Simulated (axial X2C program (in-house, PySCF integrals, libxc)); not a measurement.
# Spectroscopic constants of SnGe²⁺

Calculated with an in-house all-electron X2C program for linear molecules (integrals from PySCF). Spin-free means the one-electron spin-free X2C Hamiltonian; two-component (2c) means X2C with spin–orbit coupling and atomic mean-field two-electron Coulomb and Gaunt terms, so the difference of the two also holds small scalar two-electron terms. Basis: Sn dyall-v3z [11s12p9d1f], Ge dyall-v3z [9s9p7d1f] (cores contracted in-house); Gaussian nuclei, density fitting, unrestricted open shells. Masses: Sn 119.902 u, Ge 73.921 u.

State, spin-free: M_S = 0, Λ = 0 (closed shell); electrons by block: σα: 18, σβ: 18, π+α: 8, π+β: 8, π-α: 8, π-β: 8, δ+α: 3, δ+β: 3, δ-α: 3, δ-β: 3. Fragments: Sn+ + Ge+.

State, 2c: Ω = 0 (closed shell); electrons by block: 1/2: 26, -1/2: 26, 3/2: 11, -3/2: 11, 5/2: 3, -5/2: 3. Fragments: Sn+ + Ge+.

```
Hamiltonian  level  Re (Å)  ωe (cm⁻¹)  ωexe (cm⁻¹)  Be (cm⁻¹)  αe (cm⁻¹)  De (eV)  D0 (eV)  μ (D)
  spin-free   PBE0   3.241      129.8        0.324    0.03509   0.000114      n/a      n/a   2.19
  spin-free     HF   3.201      143.3        0.248    0.03597   9.32e-05    -3.45    -3.46   2.03
  spin-free    MP2   3.181      137.9        0.347    0.03643   0.000119      n/a      n/a    n/a
  spin-free  B97-3   3.272      127.3        0.325    0.03444   0.000113      n/a      n/a   2.14
  spin-free  TPSSh   3.280      122.4        0.336    0.03427    0.00012      n/a      n/a   2.14
         2c  TPSSh   3.288      119.7        0.365     0.0341   0.000127      n/a      n/a   2.27
```

Correlated methods: 26 electrons correlated (number of frozen shells: Sn 4 s, 3 p, 1 d; Ge 3 s, 2 p), 192 virtual spin orbitals or spinors in MP2.

Dipoles are positive if Ge is the positive end and refer to the centre of mass.

The state is one determinant whose occupation by symmetry is held fixed; it was picked as the lowest of a PBE0 search that is not exhaustive. Closed shells are restricted here (equal orbitals for both partners); the stretched side of such a curve lies too high. Dissociation energies refer to the lowest single-determinant-based atoms at the same level and basis. De is not given where an atomic determinant may have missed its ground term or J level, or where the truncated virtual space spoils (T). PBE0 can misorder states that lie within some tenths of an eV, so this need not be the ground state of the molecule. The nearest other spin-free determinant of the search, M_S = 1, Λ = 1, lies 0.26 eV up at the distance of the search. Without a current term, density functionals place determinants with orbital angular momentum somewhat too high.

No reliable constants came from B97-3 (2c), HF (2c), MP2 (2c), PBE0 (2c): no minimum in range, unconverged points, a curve that is not smooth, a change of character along it, or the two Hamiltonians disagreeing along it.

Rough cost a point (2c) on 1 thread(s) of a shared host, integrals apart: TPSSh 2 s.

The whole task took 4.4 min on 1 thread of Arm Neoverse N1 (shared host).
